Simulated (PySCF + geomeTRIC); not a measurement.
Species: [Ti(H)4] (charge 0, multiplicity 1).

Question: Give a relaxed geometry from BP86-D3(BJ)/def2-SVP (PySCF + geomeTRIC).

Answer: the end point of this relaxation.
Z-matrix (Å, degrees):
```
Ti
H 1 1.7022
H 1 1.7022 2 109.47
H 1 1.7022 2 109.47 3 -120.00
H 1 1.7022 2 109.47 4 -120.00
```
